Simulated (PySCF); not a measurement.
Species: C5H9NOSi.
Structure used (PBE0-D3(BJ)/def2-SVP), in Å, numbered top down from 1:
```xyz
17
C5H9NOSi angstrom
N      3.4537    1.7278   -0.2781
C      2.4168    1.2487   -0.0976
C      1.1204    0.6016    0.1533
C      1.2746   -0.9254    0.2163
Si    -0.4326   -1.7164    0.4234
C     -1.5258   -0.6670   -0.6992
C     -1.1262    0.8033   -0.5773
O      0.2383    1.0303   -0.8485
H      0.7735    0.9726    1.1422
H      1.7272   -1.2723   -0.7268
H      1.9598   -1.2047    1.0318
H     -0.4207   -3.1621    0.0518
H     -0.8759   -1.5815    1.8475
H     -2.5942   -0.7908   -0.4603
H     -1.3873   -0.9938   -1.7434
H     -1.6735    1.4202   -1.3056
H     -1.3777    1.1907    0.4316
```

All values: wB97X-D/def2-SVPD (PySCF, non-relativistic), on one gas-phase PBE0-D3(BJ)/def2-SVP geometry that isn't relaxed in the solvent. The solvent is an IEF-PCM continuum (van der Waals radii × 1.2), and excitations are vertical TDDFT with non-equilibrium linear response and a frozen core. Specific hydrogen bonds and non-electrostatic terms are outside this model.

```
run  E − E(gas) (kJ/mol)  HOMO (eV)  HOMO–LUMO gap (eV)  dipole (D)  lowest singlet (eV)  static polarisability (au)
gas                 0.00     -10.10               11.83        4.91                 7.21                        90.2
  P               -23.81      -9.91               11.73        5.86                 7.06                       111.4
  Q               -33.79      -9.85               11.64        6.26                 6.99                       122.5
```

Problem. The runs were made in chloroform and water. Which run belongs to which solvent?

Solution. P = chloroform, Q = water. The dielectric constants are 4.711 (chloroform), 78.36 (water), and the energy falls further as ε rises. The optical constants n² used for the excitations are 2.09, 1.78 in the same order. In this model the ground state sees the solvent through ε alone.

Problem. How constant is the ratio of the lowering to (ε − 1)/(2ε + 1)?

Solution. 
| solvent | (ε − 1)/(2ε + 1) | E − E(gas) (kJ/mol) | ratio (kJ/mol) | polarisation term (kJ/mol) |
| --- | --- | --- | --- | --- |
| chloroform | 0.356 | -23.81 | -66.9 | -27.54 |
| water | 0.490 | -33.79 | -68.9 | -41.51 |

The ratio changes by +3.0 % in size from chloroform to water. The polarisation term is half the interaction of the solute with the induced surface charges.

The pairwise dispersion term of wB97X-D wasn't added to the energies; at a given geometry it leaves orbitals and properties as they are.
